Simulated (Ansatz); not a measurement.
System: sum formula TiH4S (charge 0, singlet). SMILES: [SH][TiH3]
Geometry from a B3LYP-D3(BJ)/def2-TZVP (Ansatz, a program for electronic structure) optimisation:
```
Ti
H 1 1.6947
H 1 1.6947 2 109.07
H 1 1.7008 2 111.17 3 -122.93
S 1 2.2651 2 108.10 3 117.32
H 5 1.3561 1 84.56 2 121.03
```

Quantity: atomisation energy (electronic, to ground-state atoms), in kcal/mol. Cores are frozen in the correlated levels unless marked. Open shells are spin-unrestricted. Spin-orbit coupling is left out. The frozen core is the preceding noble-gas configuration, with the filled d and f shells of earlier blocks. Non-relativistic. The coupled-cluster limit lacks core correlation, which all-electron functionals hold. CBS(X,Y): correlation extrapolated as X^-3; Hartree-Fock from the larger set. [CCSD(T)-MP2]/basis is that difference in the basis named.

```json
[
 {"level": "PBE0/def2-TZVP", "program": "Ansatz", "atomisation energy (kcal/mol)": "342.8", "minus last row": "1.7"},
 {"level": "B2GP-PLYP-D4/def2-TZVPD", "program": "Ansatz + dftd4", "atomisation energy (kcal/mol)": "331.6", "minus last row": "-9.5"},
 {"level": "B2PLYP-D4/def2-TZVPD", "program": "Ansatz + dftd4", "atomisation energy (kcal/mol)": "339.7", "minus last row": "-1.4"},
 {"level": "MP2/def2-SVPD", "program": "Ansatz", "atomisation energy (kcal/mol)": "303.7", "minus last row": "-37.4"},
 {"level": "CCSD/def2-TZVPPD", "program": "Ansatz", "atomisation energy (kcal/mol)": "320.9", "minus last row": "-20.2"},
 {"level": "RI-MP2/CBS(def2-TZVPPD,def2-QZVPPD)+[CCSD(T)-MP2]/def2-SVPD", "program": "Ansatz", "atomisation energy (kcal/mol)": "344.1", "minus last row": "3.0"},
 {"level": "RI-MP2/CBS(def2-TZVPPD,def2-QZVPPD)+[CCSD(T)-MP2]/def2-TZVPPD", "program": "Ansatz", "atomisation energy (kcal/mol)": "341.1", "minus last row": "0.0"}
]
```

The T1 diagnostic of CCSD in the largest basis is 0.031, which is high, so the coupled-cluster rows are less sure than usual.
